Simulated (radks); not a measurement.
Values are calculated unless marked as measured or tabulated.
How relativity changes the ionisation of the tin ion Sn2+ ([Kr] 4d10 5s2) to Sn3+ ([Kr] 4d10 5s1). Spin-unpolarised spherical Kohn-Sham, LDA (Slater exchange, Perdew-Wang correlation), point nucleus unless stated (finite: rms radius 4.6519 fm), a radial shooting solver on a logarithmic mesh with Libxc functionals. A level marked "c x" has the speed of light scaled by that factor.

level                        E(Sn2+) (hartree)  E(Sn3+) (hartree)  IE (eV)   HOMO  <r> HOMO (bohr)
non-rel.                           -6019.14672        -6018.03616   30.220     5s            2.283
scalar-rel.                        -6171.08243        -6169.92678   31.447     5s            2.204
scalar-rel., finite nucleus        -6170.92189        -6169.76627   31.446     5s            2.204
Dirac                              -6172.87736        -6171.72175   31.446  5s1/2            2.205
Dirac, finite nucleus              -6172.71635        -6171.56077   31.445  5s1/2            2.205
Dirac, c x 1.5                     -6084.95014        -6083.82058   30.737  5s1/2            2.249
Dirac, c x 3                       -6035.24780        -6034.13263   30.345  5s1/2            2.274
Dirac, c x 100                     -6019.16111        -6018.05054   30.220  5s1/2            2.283

NIST Atomic Spectra Database: 30.506 eV (measured). The relativistic part of the total energy of Sn2+ is -153.6 hartree (Dirac, finite nucleus), 2.6 % of the non-relativistic value. Spin polarisation and multiplet splitting of open shells are left out at every level.

Beside tabulated values, note that relativity, absent from the non-relativistic runs, is large for the heavy elements, and spin-unpolarised runs miss the spin-polarisation part of the exchange energy of open shells.
